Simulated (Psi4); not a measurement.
C₄H₅, doublet (typed; the unrestricted solution is spin-contaminated), geometry from GFN2-xTB; CCSD(T)/STO-3G (Psi4 1.11).

The Psi4 input:
```
memory 2 GB

molecule mol {
0 2
C    -0.004878   -0.077144    0.263949
C     0.198556   -0.718365   -0.916368
C    -0.063830    0.736041   -0.991915
C    -0.103072   -0.069384    1.602210
H     0.400798   -1.598282   -1.472232
H     0.748833    1.416627   -1.231052
H    -1.023224    1.090278   -1.359183
H     0.022160   -0.973491    2.172999
H    -0.309221    0.837978    2.142213
}

set {
  basis sto-3g
  reference uhf
}

energy('ccsd(t)')
print_variables()
```

What the program printed (banner, timings and long lists left out):

```
   => Loading Basis Set <=

    Name: STO-3G
    Role: ORBITAL
    Keyword: BASIS

         ---------------------------------------------------------
                                   SCF
               by Justin Turney, Rob Parrish, Andy Simmonett
                          and Daniel G. A. Smith
                              UHF Reference
         ---------------------------------------------------------

  ==> Geometry <==

    Molecular point group: c1
    Full point group: C1

    Geometry (in Angstrom), charge = 0, multiplicity = 2:

       Center              X                  Y                   Z               Mass
    ------------   -----------------  -----------------  -----------------  -----------------
         C           -0.007883345145    -0.062681763170     0.268676929834    12.000000000000
         C            0.195550654855    -0.703902763170    -0.911640070166    12.000000000000
         C           -0.066835345145     0.750503236830    -0.987187070166    12.000000000000
         C           -0.106077345145    -0.054921763170     1.606937929834    12.000000000000
         H            0.397792654855    -1.583819763170    -1.467504070166     1.007825032230
         H            0.745827654855     1.431089236830    -1.226324070166     1.007825032230
         H           -1.026229345145     1.104740236830    -1.354455070166     1.007825032230
         H            0.019154654855    -0.959028763170     2.177726929834     1.007825032230
         H           -0.312226345145     0.852440236830     2.146940929834     1.007825032230

  Running in c1 symmetry.

  Rotational constants: A =      0.75620  B =      0.23867  C =      0.18807 [cm^-1]
  Rotational constants: A =  22670.23530  B =   7155.26384  C =   5638.22841 [MHz]
  Nuclear repulsion =  102.595053952676693

  Charge       = 0
  Multiplicity = 2
  Electrons    = 29
  Nalpha       = 15
  Nbeta        = 14

  ==> Algorithm <==

  SCF Algorithm Type is PK.
  DIIS enabled.
  MOM disabled.
  Fractional occupation disabled.
  Guess Type is SAD.
  Energy threshold   = 1.00e-08
  Density threshold  = 1.00e-08
  Integral threshold = 1.00e-12

  ==> Primary Basis <==

  Basis Set: STO-3G
    Blend: STO-3G
    Number of shells: 17
    Number of basis functions: 25
    Number of Cartesian functions: 25
    Spherical Harmonics?: true
    Max angular momentum: 1

  ==> Integral Setup <==

  Using in-core PK algorithm.
   Calculation information:
      Number of atoms:                   9
      Number of AO shells:              17
      Number of primitives:             51
      Number of atomic orbitals:        25
      Number of basis functions:        25

      Integral cutoff                 1.00e-12
      Number of threads:                 1

  Performing in-core PK
  Using 105950 doubles for integral storage.
  We computed 11469 shell quartets total.
  Whereas there are 11781 unique shell quartets.

  ==> DiskJK: Disk-Based J/K Matrices <==

    J tasked:                  Yes
    K tasked:                  Yes
    wK tasked:                  No
    Schwarz Cutoff:          1E-12

  Minimum eigenvalue in the overlap matrix is 1.9872520775E-01.
  Reciprocal condition number of the overlap matrix is 7.8872708796E-02.
    Using symmetric orthogonalization.

  ==> Pre-Iterations <==

  SCF Guess: Superposition of Atomic Densities via on-the-fly atomic UHF (no occupation information).

   -------------------------
    Irrep   Nso     Nmo
   -------------------------
     A         25      25
   -------------------------
    Total      25      25
   -------------------------

  ==> Iterations <==

                        Total Energy        Delta E     RMS |[F,P]|

   @UHF iter SAD:  -149.55865214857050   -1.49559e+02   0.00000e+00
   @UHF iter   1:  -152.33311494782780   -2.77446e+00   5.74878e-03 ADIIS/DIIS
   @UHF iter   2:  -152.36076215972983   -2.76472e-02   3.11215e-03 ADIIS/DIIS
   @UHF iter   3:  -152.37185518390123   -1.10930e-02   2.10112e-03 ADIIS/DIIS
[...]
  @UHF Final Energy:  -152.38274778165751
    Total Energy =                       -152.3827477816575140
[...]
             11   2         0.0130900593
              9   0         0.0127747340
             13   0        -0.0117343336
             12   3         0.0083515105
              6   3        -0.0065878814
              5   4        -0.0060015607
             12   9         0.0058571226
              4   3        -0.0055812165

    Largest TIJAB Amplitudes:
     14  11   1   0        -0.0177535580
     12   8   9   0        -0.0131551378
     14  11   5   0         0.0119671927
     14  11   3   0         0.0111343356
     14   8   8   0        -0.0097170932
     14  13   2   0        -0.0095387007
     14   8   5   0        -0.0092991970
     13   9   6   1         0.0092085231
     14  11   4   0         0.0089784848
     14   8   7   0        -0.0089143746

    Largest Tijab Amplitudes:
     13  11   2   0         0.0143849609
     13  12   2   0        -0.0123400496
     13   8  10   1        -0.0122077594
     13  11   9   0        -0.0115302192
     13   8   6   0         0.0106279705
     13  11   2   1        -0.0098883065
     13  11   4   0        -0.0096446205
     13  10   2   1        -0.0093057512
     11   9   2   0        -0.0089481271
     12   9   7   2         0.0088909753

    Largest TIjAb Amplitudes:
     14  13   0   0         0.1593257541
     12  13   0   1        -0.1071159057
     13  12   1   2        -0.0676545575
     14   9   0   0         0.0583468823
     12  13   0   0        -0.0535804761
      9  13   0   1        -0.0488984655
      9   9   6   7        -0.0462233169
     12   9   0   1        -0.0378231286
     11  11   1   2        -0.0333036278
      7   7   2   3        -0.0252881327

    SCF energy       (wfn)                    = -152.382747781657514
    Reference energy (file100)                = -152.382747781657514

    Opposite-spin MP2 correlation energy      =   -0.153889591628162
    Same-spin MP2 correlation energy          =   -0.029564640694720
    Singles MP2 correlation energy            =   -0.000000000000000
    MP2 correlation energy                    =   -0.183454232322882
      * MP2 total energy                      = -152.566202013980387

    Opposite-spin CCSD correlation energy     =   -0.225859353169555
    Same-spin CCSD correlation energy         =   -0.026808335199549
    Singles CCSD correlation energy           =   -0.000000000000000
    CCSD correlation energy                   =   -0.252667688369104
      * CCSD total energy                     = -152.635415470026629

            **************************
            *                        *
            *        CCTRIPLES       *
            *                        *
            **************************

    Wave function   =    CCSD_T
    Reference wfn   =      UHF

    Nuclear Rep. energy (wfn)                =  102.595053952676693
    SCF energy          (wfn)                = -152.382747781657514
    Reference energy    (file100)            = -152.382747781657514
    CCSD energy         (file100)            =   -0.252667688369104
    Total CCSD energy   (file100)            = -152.635415470026629

    Number of ijk index combinations:
    Spin Case AAA:                                 455
    Spin Case BBB:                                 364
    Spin Case AAB:                                1470
    Spin Case ABB:                                1365
    AAA (T) energy                             =   -0.000041007814490
    BBB (T) energy                             =   -0.000053920363019
    AAB (T) energy                             =   -0.001478926644131
    ABB (T) energy                             =   -0.001552746256479
    (T) energy                                   =   -0.003126601078119
      * CCSD(T) total energy                     = -152.638542071104723

  Variable Map:
  ----------------------------------------------------------------------------
[...]
  Array Variable Map:
  ----------------------------------------------------------------------------
[...]
[...]
```
